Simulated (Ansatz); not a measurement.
Total energies of C2H5O2Si, SMILES `[CH]=C[SiH](O)O` radical.

Cartesian coordinates in Å:
```
C -1.651 -0.170 0.905
C -1.011 -0.365 -0.211
Si 0.855 -0.239 -0.311
O 1.411 0.224 1.160
O 1.317 0.807 -1.482
H -2.657 -0.164 1.304
H -1.566 -0.611 -1.125
H 1.453 -1.524 -0.726
H 0.743 0.309 1.845
H 1.106 1.733 -1.358
```

Charge 0, multiplicity 2. Geometry: relaxed with PBE0-D4/def2-TZVP. It is one conformer, not always the lowest. Basis def2-TZVPP, the Gaussian-basis code of Ansatz.

RPA on PBE orbitals: Hartree–Fock energy of these orbitals -517.38515 Eh, correlation -1.43204 Eh (frozen core).

| functional | kind | energy without D4 (Eh) | D4 term (kJ/mol) |
| --- | --- | --- | --- |
| LDA (SPW92) | LDA | -516.29805 | – |
| PBE | GGA | -518.85668 | -19.7 |
| revPBE | GGA | -519.13689 | -60.8 |
| BLYP | GGA | -519.21422 | -43.6 |
| r2SCAN | meta-GGA | -519.13272 | -4.8 |
| B97M-V | meta-GGA with VV10 | -519.15661 | – |
| PBE0 | global hybrid, 25 % exact exchange | -518.89402 | -16.6 |
| B3LYP | global hybrid, 20 % | -519.30094 | -31.7 |
| r2SCANh | meta-GGA hybrid, 10 % | -519.11834 | -5.1 |
| r2SCAN0 | meta-GGA hybrid, 25 % | -519.09795 | -5.6 |
| HSE06 (plane-wave form) | screened hybrid | -518.87622 | -15.4 |
| BHLYP | global hybrid, 50 % | -519.15819 | -23.8 |
| CAM-B3LYP | range-separated hybrid | -519.19272 | -16.7 |
| LC-ωPBE | long-range corrected hybrid | -519.03820 | – |
| ωB97X-V | range-separated hybrid GGA with VV10 | -519.15094 | – |
| ωB97M-V | range-separated hybrid meta-GGA with VV10 | -519.17489 | – |
| B2PLYP | double hybrid | -518.99022 | – |
| PBE-QIDH | double hybrid | -518.77726 | – |

B3LYP takes the VWN-RPA correlation (the form of Gaussian; ORCA's B3LYP/G). HSE06 is the plane-wave form, built on full-range PBE exchange. The double hybrids freeze the cores in their second-order part.

LC-ωPBE has ω = 0.4 bohr⁻¹.
